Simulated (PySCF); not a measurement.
**Field gradients at the hydrogen positions**

Compound: C6H8FN.
Cartesian coordinates in Å at the GFN2-xTB level; atoms count from 1:
```
atom  x, y, z in Å
C1     2.8247   -0.1754   -0.6709
C2     1.8320   -0.0432    0.1828
C3     1.2762    0.1607    1.4814
F4     1.4517    0.3642    2.7903
C5     0.3963    0.0145    0.4876
N6    -0.8517   -0.0910    0.0428
C7    -1.1189   -0.1615   -1.3716
C8    -1.9689    0.1881    0.9115
H9     2.6487   -0.3343   -1.7202
H10    3.8479   -0.1309   -0.3446
H11   -1.8539   -0.9450   -1.5701
H12   -0.1969   -0.3950   -1.8977
H13   -1.5132    0.7887   -1.7483
H14   -2.7328   -0.5827    0.7881
H15   -2.4157    1.1615    0.6818
H16   -1.6331    0.1903    1.9457
```

Level: PBE0/pcSseg-1 (PySCF, non-relativistic); Q(2H) = 0.00286 b; rigid geometry, the same for H and D, with no vibrational averaging.

Problem. Rank these positions by the coupling χzz of a deuteron there, largest first.
A. H11 (methyl hydrogen)
B. H9 (vinylic hydrogen)
C. H16 (methyl hydrogen)

Solution. B (234 kHz), C (206 kHz), A (201 kHz).

Problem. Give the electric field gradient Vzz (the principal value of largest size), its asymmetry and the 2H coupling at each hydrogen.

Solution. 
| atom | bonded to | bond length (Å) | Vzz (au) | η | χzz (kHz) |
| --- | --- | --- | --- | --- | --- |
| H9 | C1 | 1.076 | 0.3488 | 0.11 | 234 |
| H10 | C1 | 1.075 | 0.3494 | 0.11 | 235 |
| H11 | C7 | 1.092 | 0.2990 | 0.06 | 201 |
| H12 | C7 | 1.087 | 0.3062 | 0.08 | 206 |
| H13 | C7 | 1.096 | 0.2932 | 0.06 | 197 |
| H14 | C8 | 1.092 | 0.2995 | 0.06 | 201 |
| H15 | C8 | 1.095 | 0.2936 | 0.06 | 197 |
| H16 | C8 | 1.087 | 0.3059 | 0.08 | 206 |

Problem. How does χzz go with the bond length over the 8 C–H bonds?

Solution. A straight-line fit has a slope of -18.8 kHz for each 0.01 Å, with a correlation coefficient of -0.98, over lengths from 1.075 to 1.096 Å. The longer bonds have the smaller couplings here.

Problem. Give the 2H NMR doublet splittings at H12 for a magnetic field along the z, y and x axes of the gradient: 3χ/2, 3χ(1 + η)/4, 3χ(1 − η)/4.

Solution. With |χ| = 205.8 kHz and η = 0.077: 309, 166 and 142 kHz, to first order and without motion.

The structure is a single GFN2-xTB conformer in the gas phase; no vibrational or solvent corrections. GFN2-xTB bond lengths can be off by several hundredths of an ångström, more for odd bonds, and the gradients follow them. These gradients aren't converged with respect to the basis.

The run behind these numbers computed NMR shieldings as well. Hardware: one thread, AMD EPYC 9R45 (x86_64), no GPU, shared host with 96 logical CPUs at a one-minute load of 68. Cost: 19 s, 0.79 GiB resident at most.
